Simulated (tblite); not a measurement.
Species: C₅H₅N₃S (charge -1 and doublet state).
Cartesian coordinates in Å at the GFN2-xTB level; atoms count from 1:
```xyz
14
C5H5N3S angstrom
N      1.1764    2.0797    1.8865
C      1.1280    1.2164    1.1081
C      1.0747    0.2131    0.1614
C      2.0786   -0.0264   -0.7839
N      1.8824   -0.9663   -1.6822
S      0.3834   -1.6958   -1.4314
C      0.0181   -0.7368    0.0213
C     -1.3585   -0.6300    0.5522
N     -2.2123    0.4128   -0.0711
H      3.0070    0.5284   -0.8354
H     -1.3255   -0.3902    1.6225
H     -1.8867   -1.5812    0.4206
H     -2.2008    0.2622   -1.0783
H     -1.7654    1.3136    0.0877
```

Calculated harmonic vibrations of the isolated species, GFN2-xTB (tblite), most abundant isotopes, no scaling. Errors from tens to a few hundred cm⁻¹ against measured bands are possible. One conformer, not necessarily the lowest. Open shells enter through the occupations alone, without spin polarisation, and single modes of such species can be off by tens of per cent.

Harmonic wavenumbers (cm⁻¹): 36.3, 77.2, 119.6, 133.8, 241.0, 269.3, 340.0, 409.0, 429.6, 474.8, 511.9, 527.4, 616.2, 692.0, 737.9, 801.9, 827.5, 933.5, 943.2, 1071.0, 1131.9, 1160.0, 1182.7, 1303.7, 1312.7, 1336.4, 1413.4, 1459.2, 1472.1, 1576.6, 2273.0, 2902.6, 2924.3, 3031.5, 3344.9, 3373.5.

A = 1846, B = 1371, C = 846.6 MHz; mass 139.020 u (most abundant isotopes); point group C1, symmetry number 1; spin multiplicity 2.

What is the zero-point energy?

Half the sum of the wavenumbers: 20696 cm⁻¹ = 59.17 kcal/mol.

Entropy at 400 K, 1 bar (ideal gas, RRHO, classical rotation)?

Translation 42.19, rotation 30.27, vibration 34.42, spin (R ln 2) 1.38: S = 108.3 cal/(mol K).

And Cp and H(400 K) − H(0)?

Cp = 41.20 cal/(mol K), of which vibrations give 33.25 (their classical limit is 36 R = 71.5); H(400 K) − H(0) = 10.19 kcal/mol without the zero-point energy, 7.01 from vibrations.

Blend soft modes into free rotors: weight 1/[1 + (100 cm⁻¹/ν̃)⁴] for the oscillator and the rest for a rotor with moment μB/(μ + B), μ = h/(8π²ν), B = 10⁻⁴⁴ kg m². What vibrational entropy results?

31.36 cal/(mol K) in place of 34.42, which changes −T·S at 400 K by +1.22 kcal/mol.

What must be added to the electronic energy to get the Gibbs energy at 400 K and 1 bar?

ZPE + [H(400 K) − H(0)] − T·S = 59.17 + 10.19 − 43.30 = 26.06 kcal/mol.

Hindered rotation and anharmonicity are outside this model. Other conformers, if any are populated, would add a mixing term that is left out. The structure is chiral; the term R ln 2 for an equal mix with its mirror image is left out.
